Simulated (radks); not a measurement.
Question: All-electron atom: Te12+ in [Kr] 4d4. All-electron calculation, Dirac Kohn-Sham, PBE, spin-unpolarised, spherical densities, point nucleus; open shells are shared between the two j in proportion to 2j + 1. Program: a radial shooting solver on a logarithmic mesh with Libxc functionals.

Spin-orbit splittings of the eigenvalues, e(l+1/2) - e(l-1/2), with zeta = 2 splitting/(2l+1) and mean radii in bohr:

| shell | occ. | splitting (eV) | zeta (eV) | <r> j=l-1/2 | <r> j=l+1/2 |
|---|---|---|---|---|---|
| 2p | 6 | 274.6 | 183.0 | 0.1008 | 0.1064 |
| 3p | 6 | 51.55 | 34.37 | 0.3111 | 0.3224 |
| 3d | 10 | ? | ? | 0.2929 | 0.2965 |
| 4p | 6 | 11.31 | 7.537 | 0.7526 | 0.7742 |
| 4d | 4 | 2.044 | 0.8175 | 0.8265 | 0.8331 |

Estimate the 3d splitting.

Answer: 10.83 eV (zeta = 4.332 eV).
